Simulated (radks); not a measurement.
Removal energies from the praseodymium ion Pr5+, [Xe], by Delta-SCF beside the eigenvalue of the level emptied. Method: Dirac Kohn-Sham, BLYP, spin-unpolarised, spherical densities, finite nucleus; Fermi nuclear charge, rms radius of each element as measured or else 0.836 A^(1/3) + 0.57 fm; computed with a radial shooting solver on a logarithmic mesh with Libxc functionals. Sub-shells are occupied by j as written (lower j first in brackets).

| removed from | final configuration | Delta-SCF (eV) | -eigenvalue (eV) |
|---|---|---|---|
| 5p3/2 | [Kr] 4d10 5s2 5p(1/2: 2, 3/2: 3) | 82.310 | 75.331 |
| 5p1/2 | [Kr] 4d10 5s2 5p(1/2: 1, 3/2: 4) | 86.445 | 79.234 |
| 5s1/2 | [Kr] 4d10 5s1 5p6 | 104.93 | 97.230 |
| 4d5/2 | [Kr] 4d(3/2: 4, 5/2: 5) 5s2 5p6 | 194.29 | 181.50 |
